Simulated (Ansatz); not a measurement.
Geometry optimisation, RKS B3LYP-D4/6-31G* (Ansatz).

The input (input.yaml):

```yaml
crystal:
  periodic: [false, false, false]
  atoms:
    - { symbol: B, position_ang: [0.0, 0.0, 0.0] }
    - { symbol: O, position_ang: [0.0, 0.0, 1.41] }
    - { symbol: H, position_ang: [-0.9095, -0.2814, 1.7471] }
    - { symbol: "N", position_ang: [1.3423, 0.0, -0.775] }
    - { symbol: H, position_ang: [1.8089, -0.9179, -1.0268] }
    - { symbol: H, position_ang: [1.7937, 0.9179, -1.0532] }
    - { symbol: C, position_ang: [-1.3856, 0.0, -0.8] }
    - { symbol: H, position_ang: [-1.9458, -0.9305, -0.5708] }
    - { symbol: H, position_ang: [-1.9898, 0.8797, -0.4946] }
    - { symbol: H, position_ang: [-1.1839, 0.0508, -1.8903] }
basis:
  gaussian: { orbitals: "6-31G*" }
hamiltonian:
  xc: b3lyp
  dispersion: d4
relax:
  f_tol: 0.02
  max_steps: 40
```

Run as:

```bash
$ ansatz run input.yaml --threads 1 --pin off --max-ram 2048MiB --backend cpu --events-out ev --progress --plain --runs-dir out
```

Question: Where does it end, and by what steps?

Answer: The run converged. After 11 steps the energy has fallen by 1.428 eV; H5 moved furthest, 1.15 Å.

```csv
step,energy less start (eV),largest force component (eV/Å),accepted
0,0.0000,2.078,yes
1,-0.2755,2.890,yes
2,-0.4580,2.367,yes
3,-0.6636,1.800,yes
4,-0.9175,1.327,yes
5,-1.1527,0.854,yes
6,-1.2908,0.553,yes
7,-1.3852,0.479,yes
8,-1.4229,0.302,yes
9,-1.4280,0.040,yes
10,-1.4281,0.055,yes
11,-1.4282,0.003,yes
```

```xyz
10
Properties=species:S:1:pos:R:3
B 0.023 -0.103 -0.043
O 0.069 -0.391 1.311
H -0.817 -0.433 1.691
N 1.262 -0.015 -0.709
H 2.141 -0.156 -0.231
H 1.351 0.188 -1.692
C -1.353 0.117 -0.807
H -1.989 -0.778 -0.744
H -1.930 0.939 -0.360
H -1.227 0.350 -1.870
```

Whether the end is a true minimum wasn't checked by a vibrational analysis.

Time of the run: 38 s on 1 thread of Arm Neoverse V1, with other jobs on the host, peak memory 0.16 GiB.
